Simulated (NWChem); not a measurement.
System: C5H2F2; SMILES C#CC(F)(F)C#C

The following NWChem deck was run.

```
start job
memory heap 200 mb stack 900 mb global 1100 mb
geometry units angstroms noautosym nocenter noautoz
  C      2.211399     0.000000    -1.158658
  C      1.217815     0.000000    -0.471768
  C      0.000000     0.000000     0.353813
  F      0.000000    -1.086886     1.161437
  F      0.000000     1.086886     1.161437
  C     -1.217815     0.000000    -0.471768
  C     -2.211399     0.000000    -1.158658
  H      3.097626     0.000000    -1.767905
  H     -3.097626     0.000000    -1.767905
end
basis spherical
  * library 6-31g*
end
dft
  xc m06-2x
  iterations 150
end
cosmo
  do_cosmo_smd true
  solvent anisole
end
task dft energy
```

Output (shortened):

```
             Northwest Computational Chemistry Package (NWChem) 7.3.0
             --------------------------------------------------------

                             Geometry "geometry" -> ""
                             -------------------------

 Output coordinates in angstroms (scale by  1.889725989 to convert to a.u.)

  No.       Tag          Charge          X              Y              Z
 ---- ---------------- ---------- -------------- -------------- --------------
    1 C                    6.0000     2.21139900     0.00000000    -1.15865800
    2 C                    6.0000     1.21781500     0.00000000    -0.47176800
    3 C                    6.0000     0.00000000     0.00000000     0.35381300
    4 F                    9.0000     0.00000000    -1.08688600     1.16143700
    5 F                    9.0000     0.00000000     1.08688600     1.16143700
    6 C                    6.0000    -1.21781500     0.00000000    -0.47176800
    7 C                    6.0000    -2.21139900     0.00000000    -1.15865800
    8 H                    1.0000     3.09762600     0.00000000    -1.76790500
    9 H                    1.0000    -3.09762600     0.00000000    -1.76790500

 Effective nuclear repulsion energy (a.u.)     257.2725924323

                                 NWChem DFT Module
                                 -----------------

 Summary of "ao basis" -> "ao basis" (spherical)
 ------------------------------------------------------------------------------
       Tag                 Description            Shells   Functions and Types
 ---------------- ------------------------------  ------  ---------------------
 C                           6-31g*                  6       14   3s2p1d
 F                           6-31g*                  6       14   3s2p1d
 H                           6-31g*                  2        2   2s

 in cosmo_initialize ...
 calling solv_data for solv:anisole

 solvent parameters
 solvname_short: anisole
 solvname_long:  anisole
 dielec:        4.2247
 dielecinf:     2.3025
 nonaqueous SMD model solvent descriptors
 dielec:        4.2247
 sola:          0.0000
 solb:          0.2900
 solc:          0.7500
 solg:         50.5200
 solh:          0.0000
 soln:          1.5174

          ---------------
          -cosmo- solvent
          ---------------
 Cosmo: York-Karplus, doi: 10.1021/jp992097l
 dielectric constant -eps-     =   4.22
 screen = (eps-1)/(eps    )    =   0.76330
 surface charge correction     = lagrangian

   van der Waals surface
 --------------------------

 ---------- ATOMIC COORDINATES (A.U.) ------------ VDWR(ANG.) --
     1    4.17893816    0.00000000   -2.18954613     1.850
     2    2.30133665    0.00000000   -0.89151225     1.850
     3    0.00000000    0.00000000    0.66860962     1.850
     4    0.00000000   -2.05391672    2.19479768     1.730
     5    0.00000000    2.05391672    2.19479768     1.730
     6   -2.30133665    0.00000000   -0.89151225     1.850
     7   -4.17893816    0.00000000   -2.18954613     1.850
     8    5.85366436    0.00000000   -3.34085602     1.200
     9   -5.85366436    0.00000000   -3.34085602     1.200
 number of segments per atom =        128
 number of   points per atom =        128
 atom (   nspa,  nppa )
 ----------------------
    1 (     84,     0 )       0
    2 (     54,     0 )       0
    3 (      8,     0 )       0
    4 (     74,     0 )       0
    5 (     74,     0 )       0
    6 (     54,     0 )       0
    7 (     84,     0 )       0
    8 (     54,     0 )       0
    9 (     54,     0 )       0
 number of -cosmo- surface points =      540
 molecular surface =    127.244 angstrom**2
 molecular volume  =    104.136 angstrom**3
 -lineq- algorithm             =   0
 -bem- low  level              =   3
 -bem- from -octahedral-
 gaussian surface charge width =   4.50000
 degree of switching           =   1.00000
 switching function tolerance  =   0.00010
 atomic radii =
 --------------
    1  6.000  1.850
    2  6.000  1.850
    3  6.000  1.850
    4  9.000  1.730
    5  9.000  1.730
    6  6.000  1.850
    7  6.000  1.850
    8  1.000  1.200
    9  1.000  1.200
 ...... end of -cosmo- initialization ......

[...]

                                COSMO-SMD solvation results
                                ---------------------------

             internal energy in gas <Psi(g)|H|Psi(g)> =      -391.095491893971
         internal energy in solvent <Psi(s)|H|Psi(s)> =      -391.094513617637
                               delta internal energy  =         0.000978276334 (    0.61 kcal/mol)
   total free energy in solvent <Psi(s)|H+V/2|Psi(s)> =      -391.103232366813
 polarization energy contribution <Psi(s)|V/2|Psi(s)> =        -0.008718749177 (   -5.47 kcal/mol)
    total free energy in solvent including G(SMD-CDS) =      -391.099923870810
                       G(SMD-CDS) energy contribution =         0.003308496003 (    2.08 kcal/mol)
     1 M fixed-concentration free energy of solvation =        -0.004431976839 (   -2.78 kcal/mol)

                       DFT Final Molecular Orbital Analysis
                       ------------------------------------

 Vector   23  Occ=2.000000D+00  E=-3.743483D-01
              MO Center=  5.6D-08, -2.4D-09, -6.9D-01, r^2= 4.1D+00
   Bfn.  Coefficient  Atom+Function         Bfn.  Coefficient  Atom+Function
  ----- ------------  ---------------      ----- ------------  ---------------
    18      0.294612  2 C  py                74      0.294612  6 C  py
     4      0.276928  1 C  py                88      0.276928  7 C  py
     8      0.169497  1 C  py                22      0.169066  2 C  py
    78      0.169066  6 C  py                92      0.169497  7 C  py
    47     -0.128212  4 F  pz                61      0.128212  5 F  pz

 Vector   24  Occ=2.000000D+00  E=-3.607704D-01
              MO Center= -5.5D-08, -9.7D-11, -7.8D-01, r^2= 4.3D+00
   Bfn.  Coefficient  Atom+Function         Bfn.  Coefficient  Atom+Function
  ----- ------------  ---------------      ----- ------------  ---------------
    18      0.299269  2 C  py                74     -0.299269  6 C  py
     4      0.296985  1 C  py                88     -0.296985  7 C  py
     8      0.184515  1 C  py                92     -0.184515  7 C  py
    22      0.173225  2 C  py                78     -0.173225  6 C  py
    45      0.084596  4 F  px                59     -0.084596  5 F  px

 Vector   25  Occ=2.000000D+00  E=-3.506044D-01
              MO Center=  8.7D-09,  2.8D-10, -8.5D-01, r^2= 4.3D+00
   Bfn.  Coefficient  Atom+Function         Bfn.  Coefficient  Atom+Function
  ----- ------------  ---------------      ----- ------------  ---------------
     5      0.262141  1 C  pz                89     -0.262141  7 C  pz
    19      0.218214  2 C  pz                75     -0.218214  6 C  pz
    17      0.203242  2 C  px                73      0.203242  6 C  px
     3      0.165063  1 C  px                87      0.165063  7 C  px
     9      0.156875  1 C  pz                93     -0.156875  7 C  pz

 Vector   26  Occ=0.000000D+00  E= 2.632376D-02
              MO Center=  3.4D-09,  3.8D-09, -5.7D-01, r^2= 4.6D+00
   Bfn.  Coefficient  Atom+Function         Bfn.  Coefficient  Atom+Function
  ----- ------------  ---------------      ----- ------------  ---------------
     8      0.406995  1 C  py                92      0.406995  7 C  py
    36     -0.315233  3 C  py                22     -0.295965  2 C  py
    78     -0.295965  6 C  py                 4      0.286712  1 C  py
    88      0.286712  7 C  py                32     -0.236619  3 C  py
    48     -0.209571  4 F  s                 62      0.209571  5 F  s

 Vector   27  Occ=0.000000D+00  E= 3.141183D-02
              MO Center= -2.6D-08, -4.0D-09, -6.1D-01, r^2= 5.0D+00
   Bfn.  Coefficient  Atom+Function         Bfn.  Coefficient  Atom+Function
  ----- ------------  ---------------      ----- ------------  ---------------
    23      0.379312  2 C  pz                79      0.379312  6 C  pz
     9     -0.332114  1 C  pz                93     -0.332114  7 C  pz
     7     -0.293676  1 C  px                91      0.293676  7 C  px
    37      0.290330  3 C  pz                 5     -0.257113  1 C  pz
    89     -0.257113  7 C  pz                19      0.216614  2 C  pz

 Vector   28  Occ=0.000000D+00  E= 9.687216D-02
              MO Center= -1.2D-09, -1.4D-09, -8.1D-01, r^2= 4.9D+00
   Bfn.  Coefficient  Atom+Function         Bfn.  Coefficient  Atom+Function
  ----- ------------  ---------------      ----- ------------  ---------------
     8      0.515707  1 C  py                92     -0.515707  7 C  py
    22     -0.504191  2 C  py                78      0.504191  6 C  py
    18     -0.331916  2 C  py                74      0.331916  6 C  py
     4      0.281782  1 C  py                88     -0.281782  7 C  py
    45     -0.071706  4 F  px                59      0.071706  5 F  px

     Multipole analysis of the density
     ---------------------------------

     L   x y z        total         alpha         beta         nuclear
     -   - - -        -----         -----         ----         -------
     0   0 0 0     -0.000000    -25.000000    -25.000000     50.000000

     1   1 0 0      0.000000      0.000000      0.000000      0.000000
     1   0 1 0      0.000000      0.000000      0.000000      0.000000
     1   0 0 1     -1.140299     -0.501951     -0.501951     -0.136397

     2   2 0 0    -17.912387   -179.779627   -179.779627    341.646867
     2   1 1 0     -0.000000     -0.000000     -0.000000      0.000000
     2   1 0 1      0.000000      0.000000      0.000000      0.000000
     2   0 2 0    -29.841694    -52.888012    -52.888012     75.934330
     2   0 1 1      0.000000      0.000000      0.000000      0.000000
     2   0 0 2    -25.762192   -102.271202   -102.271202    178.780211
```

Level: M06-2X/6-31G* (spherical d), SMD on the gas-phase geometry. Geometry: optimised at PBE0/def2-SVP. Solvent: anisole.
